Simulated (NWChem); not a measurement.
System: MgNH2Cl; SMILES [NH2][Mg][Cl]

Parts of the log:

```
             Northwest Computational Chemistry Package (NWChem) 7.3.0
             --------------------------------------------------------

 C2V symmetry detected

                             Geometry "geometry" -> ""
                             -------------------------

 Output coordinates in angstroms (scale by  1.889725989 to convert to a.u.)

  No.       Tag          Charge          X              Y              Z
 ---- ---------------- ---------- -------------- -------------- --------------
    1 Mg                  12.0000     0.00000000     0.00000000    -0.51099931
    2 Cl                  17.0000     0.00000000     0.00000000     1.69786264
    3 N                    7.0000     0.00000000     0.00000000    -2.39300823
    4 H                    1.0000     0.00000000     0.81947338    -2.99030783
    5 H                    1.0000     0.00000000    -0.81947338    -2.99030783

 Effective nuclear repulsion energy (a.u.)     104.1573029193

      Symmetry information
      --------------------

 Group name             C2v
 Group number             16
 Group order               4
 No. of unique centers     4

                                 NWChem DFT Module
                                 -----------------

 Summary of "ao basis" -> "ao basis" (spherical)
 ------------------------------------------------------------------------------
       Tag                 Description            Shells   Functions and Types
 ---------------- ------------------------------  ------  ---------------------
 Mg                          6-31g*                  8       18   4s3p1d
 Cl                          6-31g*                  8       18   4s3p1d
 N                           6-31g*                  6       14   3s2p1d
 H                           6-31g*                  2        2   2s

      Symmetry analysis of basis
      --------------------------

        a1         27
        a2          3
        b1         11
        b2         13

            General Information
            -------------------
          SCF calculation type: DFT
          Wavefunction type:  closed shell.
          No. of atoms     :     5
          No. of electrons :    38
           Alpha electrons :    19
            Beta electrons :    19
          Charge           :     0
          Spin multiplicity:     1
          Use of symmetry is: on ; symmetry adaption is: on
          Maximum number of iterations: 150
          AO basis - number of functions:    54
                     number of shells:    26
          Convergence on energy requested:  1.00D-06
          Convergence on density requested:  1.00D-05
          Convergence on gradient requested:  5.00D-04

              XC Information
              --------------
                      r^2SCAN Method XC Functional
               r^2SCAN metaGGA Exchange Functional  1.000
                     r^2SCAN Correlation Potential  1.000

             Grid Information
             ----------------
          Grid used for XC integration:  medium
          Radial quadrature: Mura-Knowles
          Angular quadrature: Lebedev.
          Tag              B.-S. Rad. Rad. Pts. Rad. Cut. Ang. Pts.
          ---              ---------- --------- --------- ---------
          Mg                  1.50       88           8.0       590
          Cl                  1.00       88          11.0       590
          N                   0.65       49          11.0       434
          H                   0.35       45          12.0       434
          Grid pruning is: on
          Number of quadrature shells:   270
          Spatial weights used:  Erf1

      Superposition of Atomic Density Guess
      -------------------------------------

 Sum of atomic energies:        -714.33600533

      Non-variational initial energy
      ------------------------------

 Total energy =    -714.838673
 1-e energy   =   -1196.149780
 2-e energy   =     377.153804
 HOMO         =      -0.334779
 LUMO         =      -0.083651

      Symmetry analysis of molecular orbitals - initial
      -------------------------------------------------

  Numbering of irreducible representations:

     1 a1          2 a2          3 b1          4 b2

  Orbital symmetries:

     1 a1          2 a1          3 a1          4 a1          5 a1
     6 b2          7 b1          8 a1          9 a1         10 b2
    11 b1         12 a1         13 a1         14 b2         15 a1
    16 a1         17 b1         18 b2         19 b1         20 a1
    21 b2         22 b1         23 a1         24 b2         25 a1
    26 a1         27 b1         28 b2         29 a2

     ---------------------------------------------
      Total Density - Mulliken Population Analysis
     ---------------------------------------------

    Atom       Charge   Shell Charges
 -----------   ------   -------------------------------------------------------
    1 Mg  12    10.80   2.00  2.00  5.97  0.38  0.19  0.10  0.04  0.12
    2 Cl  17    17.53   2.00  2.00  5.98  1.39  3.79  0.54  1.84  0.00
    3 N    7     8.54   2.00  0.82  2.74  0.89  2.08  0.01
    4 H    1     0.56   0.41  0.15
    5 H    1     0.56   0.41  0.15

   convergence    iter        energy       DeltaE   RMS-Dens  Diis-err
 ---------------- ----- ----------------- --------- --------- ---------
 d= 0,ls=0.0,diis     1   -716.1328149983 -8.20D+02  2.21D-02  5.05D-01
 d= 0,ls=0.0,diis     2   -716.0169586341  1.16D-01  1.41D-02  1.36D+00
 d= 0,ls=0.0,diis     3   -716.1902406758 -1.73D-01  3.59D-03  4.38D-02
 d= 0,ls=0.0,diis     4   -716.1951601223 -4.92D-03  1.59D-03  6.34D-03
 d= 0,ls=0.0,diis     5   -716.1962298402 -1.07D-03  1.24D-04  4.26D-05
  Resetting Diis
 d= 0,ls=0.0,diis     6   -716.1962358184 -5.98D-06  2.92D-05  3.45D-06
 d= 0,ls=0.0,diis     7   -716.1962362065 -3.88D-07  1.67D-05  3.12D-07
 d= 0,ls=0.0,diis     8   -716.1962361337  7.28D-08  9.92D-06  9.34D-07

         Total DFT energy =     -716.196236133698
      One electron energy =    -1199.174925217329
           Coulomb energy =      431.261543900809
    Exchange-Corr. energy =      -52.440157736521
 Nuclear repulsion energy =      104.157302919342

 Numeric. integr. density =       37.999999713267

                  Occupations of the irreducible representations
                  ----------------------------------------------

                     irrep           alpha         beta
                     --------     --------     --------
                     a1               11.0         11.0
                     a2                0.0          0.0
                     b1                4.0          4.0
                     b2                4.0          4.0

                       DFT Final Molecular Orbital Analysis
                       ------------------------------------

 Vector   17  Occ=2.000000D+00  E=-2.726064D-01  Symmetry=b2
              MO Center= -2.0D-16, -2.1D-16,  1.6D+00, r^2= 1.3D+00
   Bfn.  Coefficient  Atom+Function         Bfn.  Coefficient  Atom+Function
  ----- ------------  ---------------      ----- ------------  ---------------
    26      0.693438  2 Cl py                30      0.389155  2 Cl py
    22     -0.274224  2 Cl py                 8      0.076503  1 Mg py
    15      0.065168  1 Mg d -1               4     -0.038112  1 Mg py
    12      0.033549  1 Mg py

 Vector   18  Occ=2.000000D+00  E=-2.719264D-01  Symmetry=b1
              MO Center=  3.2D-13, -3.1D-16,  1.6D+00, r^2= 1.3D+00
   Bfn.  Coefficient  Atom+Function         Bfn.  Coefficient  Atom+Function
  ----- ------------  ---------------      ----- ------------  ---------------
    25      0.693502  2 Cl px                29      0.390170  2 Cl px
    21     -0.274223  2 Cl px                 7      0.081375  1 Mg px
    17     -0.058971  1 Mg d  1               3     -0.039506  1 Mg px
    11      0.031155  1 Mg px

 Vector   19  Occ=2.000000D+00  E=-1.912971D-01  Symmetry=b1
              MO Center= -1.8D-14, -4.8D-16, -2.3D+00, r^2= 1.3D+00
   Bfn.  Coefficient  Atom+Function         Bfn.  Coefficient  Atom+Function
  ----- ------------  ---------------      ----- ------------  ---------------
    39      0.552245  3 N  px                43      0.492212  3 N  px
     7      0.115445  1 Mg px                11      0.107699  1 Mg px
     3     -0.058808  1 Mg px                17      0.058772  1 Mg d  1
    29     -0.046545  2 Cl px                25     -0.045278  2 Cl px

 Vector   20  Occ=0.000000D+00  E=-5.092698D-02  Symmetry=a1
              MO Center= -3.9D-15, -3.1D-15, -5.1D-01, r^2= 5.1D+00
   Bfn.  Coefficient  Atom+Function         Bfn.  Coefficient  Atom+Function
  ----- ------------  ---------------      ----- ------------  ---------------
    10      0.929457  1 Mg s                 42     -0.356548  3 N  s
     6      0.238624  1 Mg s                 27      0.230636  2 Cl pz
    28     -0.218297  2 Cl s                  2     -0.190928  1 Mg s
    31      0.188343  2 Cl pz                24     -0.161795  2 Cl s
    38     -0.143833  3 N  s                 16     -0.124308  1 Mg d  0

 Vector   21  Occ=0.000000D+00  E=-2.220221D-03  Symmetry=b2
              MO Center= -4.2D-16,  5.2D-15, -4.6D-01, r^2= 6.0D+00
   Bfn.  Coefficient  Atom+Function         Bfn.  Coefficient  Atom+Function
  ----- ------------  ---------------      ----- ------------  ---------------
    12      0.725679  1 Mg py                 8      0.438854  1 Mg py
    30     -0.210156  2 Cl py                26     -0.196337  2 Cl py
    52     -0.163824  4 H  s                 54      0.163824  5 H  s
     4     -0.154216  1 Mg py                22      0.073934  2 Cl py
    40     -0.067210  3 N  py                51     -0.063150  4 H  s

[...]
```

Level: r2SCAN/6-31G* (spherical d). All runs use the structure optimised with B3LYP/6-31G* (spherical d).

Write an input that gives this output.

One answer among several that fit: the input that was run:
```
start job
memory heap 200 mb stack 900 mb global 1100 mb
geometry units angstroms noautoz
  Mg    -0.101154    -0.294831    -0.059895
  Cl     0.374290     1.859076     0.057197
  N     -0.503379    -2.130608    -0.160389
  H      0.048089    -2.837889    -0.633470
  H     -1.313442    -2.587583     0.243872
end
basis spherical
  * library 6-31g*
end
dft
  xc r2scan
  iterations 150
  mulliken
end
task dft energy
```
